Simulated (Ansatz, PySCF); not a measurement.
Gas-phase reaction in SMILES: Br[B]Br -> Br[B]Br as singlet, charge +1 + e-
Each molecule is optimised on its own at B3LYP-D3(BJ)/def2-TZVP (Ansatz, a quantum-chemistry and plane-wave program). A spin state is the lowest found, not a proven ground state.

Wanted: adiabatic ionisation energy (electronic energy difference), in eV. Valence correlation only, unless marked. Open shells are spin-unrestricted. Spin-orbit coupling is left out. Frozen are the shells of the preceding noble gas and the d and f shells that filled before the atom's block. No relativistic terms. CBS marks a two-point X^-3 extrapolation of the correlation energy; Hartree-Fock from the larger set.

| level | program | adiabatic ionisation energy (eV) |
|---|---|---|
| HF/6-31G | Ansatz | 7.52 |
| HF-D3(BJ)/def2-TZVPD | PySCF + dftd3 | 7.02 |
| PBE/def2-TZVPD | Ansatz | 7.06 |
| PBE-D4/def2-TZVPD | Ansatz + dftd4 | 7.07 |

### Question
Predict the CCSD(T)/CBS(cc-pVTZ,cc-pVQZ) result (Ansatz).

### Answer
7.19 eV
